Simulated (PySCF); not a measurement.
# Electronic structure of I²⁺ (iodine, charge +2) at the MN15 level

Configuration: [Kr] 4d10 5s2 5p3, high-spin 4S determinant. All numbers are calculated (PySCF 2.14, scalar relativity through the core potential, in def2-SVP with the def2 core potential (28 electrons)).

| Property | Result |
| --- | --- |
| Total energy | -295.8874 hartree |
| One-electron energy | -499.0853 hartree |
| Hartree (Coulomb) energy | 224.0748 hartree |
| Exchange-correlation energy | -20.8769 hartree |
| ⟨S²⟩ | 3.7506 |
| ⟨L²⟩ | 0.000 |
| Sum of ⟨r⟩ | 26.00 bohr |
| Sum of ⟨r²⟩ | 39.84 bohr² |
| Time after the integrals | 0.67 s of wall time on 1 thread of Neoverse-N1 (shared host) |

```tsv
shell	electrons	mean orbital energy (eV)	rms radius, mean of both spins (bohr)
4s β	1	-199.14	0.799
4s α	1	-199.10	0.799
4p α	3	-148.45	0.859
4p β	3	-148.28	0.859
4d α	5	-73.004	0.991
4d β	5	-72.658	0.991
5s α	1	-40.296	1.99
5s β	1	-36.583	1.99
5p α	3	-27.535	2.34
```

Energies and moments cover only the electrons outside the core potential.
